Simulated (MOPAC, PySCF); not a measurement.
C3H7N, SMILES `NC1CC1`, neutral singlet in the gas phase. 

Z-matrix (Å, degrees):
```
C
H 1 1.0856
N 1 1.4337 2 112.68
H 3 1.0119 1 110.89 2 -162.95
H 3 1.0129 4 107.40 1 121.33
C 1 1.4879 2 115.86 3 -142.50
H 6 1.0825 1 118.87 2 2.18
H 6 1.0844 7 114.05 1 -144.83
C 1 1.5040 2 115.86 3 149.51
H 9 1.0835 1 119.00 2 -1.27
H 9 1.0838 10 114.72 6 -145.38
```
Charge 0, spin multiplicity 1.

All levels are single points at this geometry (PBE0-D3(BJ)/def2-TZVP); Pople sets use spherical d functions. Orbital energies aren't observables, and empty levels follow the basis.

HF/3-21G in PySCF gives HOMO (eV) = -9.59.

Q: Estimate the HOMO (eV) from each of these levels: PBE0-D3(BJ)/def2-TZVP in PySCF; BP86/6-31G* in PySCF; SVWN5/6-31G* in PySCF; AM1 in MOPAC; PM7 in MOPAC.

A: 
| level | HOMO (eV) |
|---|---|
| PBE0-D3(BJ)/def2-TZVP in PySCF | -6.53 |
| BP86/6-31G* in PySCF | -4.79 |
| SVWN5/6-31G* in PySCF | -4.74 |
| AM1 in MOPAC | -9.75 |
| PM7 in MOPAC | -9.63 |
